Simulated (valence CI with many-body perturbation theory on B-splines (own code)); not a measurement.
The numbers below are computed, except where a source is named.
# Ladder of approximations for Dy³²⁺

Method: configuration interaction combined with many-body perturbation theory (CI+MBPT): six valence electrons over a frozen Dirac-Fock core [Ar] 3d10, a basis of 9 s, 9 p, 8 d, 6 f, 3 g, 1 h functions for each j, with the one-electron correlation potential Σ1, the two-electron term Σ2, the three-electron term Σ3, Breit, model QED; selected CI, second order for the rest, scaled by the run's own slope (own B-spline code, finite nucleus).

No measured spectrum was set against this ion. As an estimate, large intervals hold to a few tenths of a per cent, small ones and those within an open d or f shell to about a per cent. Among the levels kept, up to 640 cm⁻¹ of a level comes from second order outside the variational space, and about a tenth of that is noise between levels of different J, which matters for small intervals.

Each rung adds one term. CI alone is the Dirac-Coulomb CI over the frozen core; QED comes last and gives the full result, which names the levels. Energies are above (4s^2 4p1/2^2 4p3/2^2) J=2 on the same rung, in eV.

Levels are named by their leading jj configuration (3d3/2^4 stands for four electrons in 3d with j = 3/2), which in mixed levels can hold well under half, so a name can repeat and another be missing. Letters in brackets count levels of one name in rising energy.

| Level | CI alone |
| --- | --- |
| (4s^2 4p1/2^2 4p3/2^2) J=0 | 7.39 |
| (4s^2 4p1/2 4p3/2^3) J=1 | 48.79 |
| (4s^2 4p1/2 4p3/2^3) J=2 | 52.74 |
| (4s^2 4p3/2^4) J=0 | 104.64 |
| (4s^2 4p1/2^2 4p3/2 4d3/2) J=2 [a] | 123.49 |
| (4s^2 4p1/2^2 4p3/2 4d3/2) J=1 | 125.32 |
| (4s^2 4p1/2^2 4p3/2 4d3/2) J=2 [b] | 127.63 |
| (4s^2 4p1/2^2 4p3/2 4d3/2) J=0 | 127.84 |
| (4s^2 4p1/2^2 4p3/2 4d3/2) J=3 | 128.43 |
| (4s^2 4p1/2^2 4p3/2 4d5/2) J=4 | 137.69 |
| (4s 4p1/2^2 4p3/2^3) J=1 | 141.68 |
| (4s^2 4p1/2^2 4p3/2 4d5/2) J=2 | 145.10 |
| (4s^2 4p1/2^2 4p3/2 4d5/2) J=3 | 148.62 |
| (4s^2 4p1/2^2 4p3/2 4d5/2) J=1 | 154.00 |
| (4s^2 4p1/2 4p3/2^2 4d3/2) J=0 | 168.83 |
| (4s^2 4p1/2 4p3/2^2 4d3/2) J=1 [a] | 170.22 |

Problem. What do these energies become with core correlation, Breit and QED?

Solution. (4s^2 4p1/2^2 4p3/2^2) J=0 7.27 (-0.116); (4s^2 4p1/2 4p3/2^3) J=1 48.65 (-0.140); (4s^2 4p1/2 4p3/2^3) J=2 52.50 (-0.245); (4s^2 4p3/2^4) J=0 104.21 (-0.428); (4s^2 4p1/2^2 4p3/2 4d3/2) J=2 [a] 123.06 (-0.424); (4s^2 4p1/2^2 4p3/2 4d3/2) J=1 124.79 (-0.521); (4s^2 4p1/2^2 4p3/2 4d3/2) J=2 [b] 127.07 (-0.557); (4s^2 4p1/2^2 4p3/2 4d3/2) J=0 127.23 (-0.605); (4s^2 4p1/2^2 4p3/2 4d3/2) J=3 127.77 (-0.663); (4s^2 4p1/2^2 4p3/2 4d5/2) J=4 136.87 (-0.824); (4s 4p1/2^2 4p3/2^3) J=1 140.72 (-0.957); (4s^2 4p1/2^2 4p3/2 4d5/2) J=2 143.99 (-1.108); (4s^2 4p1/2^2 4p3/2 4d5/2) J=3 147.39 (-1.238); (4s^2 4p1/2^2 4p3/2 4d5/2) J=1 152.73 (-1.267); (4s^2 4p1/2 4p3/2^2 4d3/2) J=0 168.29 (-0.545); (4s^2 4p1/2 4p3/2^2 4d3/2) J=1 [a] 169.55 (-0.675).

Problem. How does the ionisation energy move along the ladder, and which term matters most?

Solution. CI alone 1326.4, + Σ1 1327.8, + Σ2 1328.1, + Σ3 1327.6, + Breit 1326.8, + QED 1326.8 eV. The largest step is Σ1, 1.4 eV. NIST lists 1325 ± 4 eV (theoretical).
